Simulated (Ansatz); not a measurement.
Species: LaO$_{2}$, charge 0, multiplicity 2. The spin state was set by rule; other spins were not relaxed. 
Structure (B3LYP-D3(BJ)/def2-TZVP (Ansatz, a program for electronic structure) minimum search):
SMILES: [O]=[La]=[O]
```xyz
3

La     0.1121    -0.1038     0.1394
O      1.0615     0.5335    -1.5498
O     -1.8604     0.2063     0.5563
```
Charge 0, spin multiplicity 2.

Wanted: vertical electron affinity (to the singlet state of charge -1; a negative value means that the extra electron is unbound and the number depends on the basis; each state is the SCF solution reached for its spin; the UHF <S^2> is 1.08 for the doublet (pure: 0.75); for the singlet T1 is 0.029; for the doublet the Hartree-Fock reference is unstable and T1 is 0.071), in eV. Correlated levels leave the core frozen unless marked. UHF or UKS for open shells. No spin-orbit coupling. The frozen core is the preceding noble-gas configuration, with the filled d and f shells of earlier blocks. In def2 rows, elements after Kr have scalar-relativistic effective core potentials. Anions need diffuse functions: def2-D sets add few. 

| level | program | vertical electron affinity (eV) |
|---|---|---|
| r2SCAN/def2-TZVPD | Ansatz | 1.44 |
| BHLYP/def2-TZVPD | Ansatz | 1.50 |
| CAM-B3LYP/def2-TZVPD | Ansatz | 1.82 |
| wB97X/def2-TZVPD | Ansatz | 1.86 |
| CCSD/def2-SVPD | Ansatz | 1.55 |
| CCSD(T)/def2-TZVPPD | Ansatz | 1.75 |
